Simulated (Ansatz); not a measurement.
Start from `[NH2][Zr]([NH2])([OH])[OH]` and change one atom or group to get `[CH3][Zr]([NH2])([OH])[OH]`.

Ansatz, PBE0-D4/def2-TZVP geometries, multiplicity 1. Each molecule was computed in one conformer, which needn't be the lowest.

Elements past krypton have def2 core potentials.

| property | `[NH2][Zr]([NH2])([OH])[OH]` |
| --- | --- |
| LUMO energy (PBE0/def2-TZVPP) / eV | -0.10 |
| ideal-gas entropy at 298 K and 1 bar (rigid rotor, harmonic PBE0-D4/def2-TZVP) / J/(mol·K) | 410 |
| LUMO energy (ωB97M-V/def2-TZVPP) / eV | 0.81 |
| HOMO energy (B3LYP/def2-TZVPP) / eV | -6.50 |
| HOMO energy (ωB97M-V/def2-TZVPP) / eV | -9.09 |
| HOMO–LUMO gap (PBE/def2-TZVPP) / eV | 4.57 |

Give the same properties after the change, and the shifts. (Estimate.)

The calculation gave: 
| property | `[CH3][Zr]([NH2])([OH])[OH]` | shift |
| --- | --- | --- |
| LUMO energy (PBE0/def2-TZVPP) / eV | -0.10 | 0.00 |
| ideal-gas entropy at 298 K and 1 bar (rigid rotor, harmonic PBE0-D4/def2-TZVP) / J/(mol·K) | 410 | 0 |
| LUMO energy (ωB97M-V/def2-TZVPP) / eV | 0.75 | -0.06 |
| HOMO energy (B3LYP/def2-TZVPP) / eV | -6.64 | -0.14 |
| HOMO energy (ωB97M-V/def2-TZVPP) / eV | -9.19 | -0.10 |
| HOMO–LUMO gap (PBE/def2-TZVPP) / eV | 4.79 | 0.22 |

The zero-point energy changes by 26.4 kJ/mol with +3 modes. Modes under 60 cm⁻¹, often nearly free rotors, make the harmonic entropy too high.

B3LYP here is the variant with VWN-RPA as its local correlation; programs differ in this.
